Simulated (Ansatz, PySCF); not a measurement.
Spin states of BrO2Re (SMILES [O]=[Re](=[O])[Br]), each relaxed with B3LYP-D3(BJ)/def2-TZVP.
State 1 (charge 0, multiplicity 1):
```
atom    x (Å)    y (Å)    z (Å)
----  -------  -------  -------
Re     0.0561  -0.0779   0.0506
O      1.6031  -0.5572  -0.4324
O     -0.5291  -0.8878   1.4136
Br    -1.1881   1.5899  -1.0879
```
State 2 (charge 0, multiplicity 3):
```xyz
4

Re     0.092    -0.126     0.084
O      1.643    -0.516    -0.509
O     -0.616    -0.866     1.447
Br    -1.177     1.576    -1.078
```

Singlets are restricted, other states unrestricted; no spin–orbit coupling, no relativity up to Kr; see below for the cores. The largest T1 diagnostic is 0.027.

Correlated levels freeze the inner cores; with def2 sets outer-core shells near the valence are correlated too. CBS: X⁻³ extrapolation of the correlation energy, Hartree–Fock from the larger set.

Codes used: Ansatz (Gaussian orbitals); PySCF for the dispersion terms. Each number belongs to the level named beside it. In def2 rows elements past Kr take small-core potentials, without spin–orbit coupling.

| level | energy of the multiplicity-3 state less that of the multiplicity-1 state (eV) |
|---|---|
| SVWN5/def2-TZVPP | 0.524 |
| BLYP-D3(BJ)/def2-TZVPP | 0.402 |
| r2SCAN-D3(BJ)/def2-TZVPP | 0.131 |
| BHLYP-D4/def2-TZVPP | 0.139 |
| CAM-B3LYP-D3(BJ)/def2-TZVPP | 0.257 |
| CAM-B3LYP-D4/def2-TZVPP | 0.257 |
| CCSD/def2-SVP | 0.327 |
| CCSD(T)/def2-TZVPP | … |
| CCSD(T)/CBS(def2-SVP, def2-TZVPP) | 0.400 |

Task: Complete the blanks.

Result: 
- CCSD(T)/def2-TZVPP, energy of the multiplicity-3 state less that of the multiplicity-1 state (eV): 0.385

Doubts at one or more of the structures used: a restricted determinant that unrestricted orbitals would lower (CCSD/def2-SVP, CCSD(T)/def2-TZVPP, CCSD(T)/CBS(def2-SVP, def2-TZVPP)).

Ansatz is a program for electronic structure.
